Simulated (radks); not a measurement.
Values are calculated unless marked as measured or tabulated.
Radial electron density D(r) = 4 pi r^2 rho(r) of an atom or ion with 18 electrons. Level of theory: non-relativistic Kohn-Sham, BLYP, spin-polarised, spherical densities, point nucleus (a radial shooting solver on a logarithmic mesh with Libxc functionals).

```
   r/bohr * D(r) (the largest magnitude, 26, reaches the edge; | marks zero)
 0.006326 |     *
 0.008171 |        *
  0.01047 |            *
  0.01353 |                  *
  0.01747 |                          *
  0.02257 |                                   *
  0.02892 |                                            *
  0.03736 |                                                   *
  0.04826 |                                                      *
  0.06234 |                                                   *
  0.07989 |                                           *
   0.1032 |                                     *
   0.1333 |                                     *
   0.1722 |                                            *
   0.2207 |                                                *
    0.285 |                                         *
   0.3682 |                         *
   0.4756 |                *
   0.6095 |                   *
   0.7873 |                       *
    1.017 |                 *
    1.314 |       *
    1.684 |   *
    2.175 |  *
    2.809 |*
    3.629 *
     4.65 *
    6.007 *
```

What is the nuclear charge?

Answer. Z = 22. The innermost maximum, from 1s, lies near 1/Z = 0.0455 bohr (found: 0.0475), and its height grows with Z. The density is that of the titanium ion Ti4+ in [He] 2s2 2p4 3s2 3p6 4s2; the configuration itself is not fixed sharply by these data, and Z only to about a unit. D(r) has 3 maxima, at r = 0.0475, 0.219, 0.775 bohr, and minima at 0.117, 0.495 bohr, inside which lie 2.21, 8.25 electrons.
